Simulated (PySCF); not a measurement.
An unknown shows these calculated signals:

$^{1}$H NMR (400 MHz, computed): δ 7.18 (m, 1H), 5.34 (m, 1H), 5.32 (m, 1H), 3.27 (m, 1H), 3.17 (m, 1H), 2.39 (m, 1H).

$^{13}$C{$^{1}$H} NMR (computed): δ 165.5 (CH), 126.4 (C), 118.0 (C), 33.4 (CH2), 7.2 (CH).

No solvent model, one computed conformer, no relativistic terms. NMR shieldings at PBE0/pcSseg-1/GIAO; structure optimised with GFN2-xTB; PySCF 2.14.0 with density-fitted response routines.

δ = σ(ref) − σ, references computed at the same level: $^{1}$H (σ = 31.72 ppm) and $^{13}$C (σ = 186.93 ppm) against TMS.

Question: Which of these does the molecule contain: a Si–CH3 group, a non-aromatic C=C double bond, a heteroaromatic ring, a Si–H bond, an NH or NH2 group, a nitrile?

Answer: 
- A Si–CH3 group: no.
- A non-aromatic C=C double bond: yes.
- A heteroaromatic ring: no.
- A Si–H bond: yes (δH 5.34 (m), 5.32 (m)).
- An NH or NH2 group: no.
- A nitrile: yes (δC 126.4).

The data belong to `C1(=C\F)/C[C@H](C#N)[SiH2]1`, C₅H₆FNSi; they needn't prove each group on their own.

Carbon signals by region: 1 in the far downfield region (above 160 ppm), 2 in the sp2 and nitrile region (100–160 ppm), 2 below 50 ppm. Above 160 ppm: 165.5, alkene CH.

Splittings by $^{19}$F in the carbon and heteronuclear signals aren't shown, as no couplings were computed. Shifts are as computed. Against solution values, carbons near 30 ppm lie about +3 ppm off and those near 130 ppm about +5 ppm. Of 1211 compounds with measured shifts, 218 miss one by over three times the rms of a fit or turn the order of signals round; such compounds aren't used in these exercises. No couplings were computed; multiplicities are counted from neighbouring protons, with m where these are inequivalent, close in shift, in a saturated or five-membered ring or joined by F or P, and br s for small geminal =CH2 splittings.
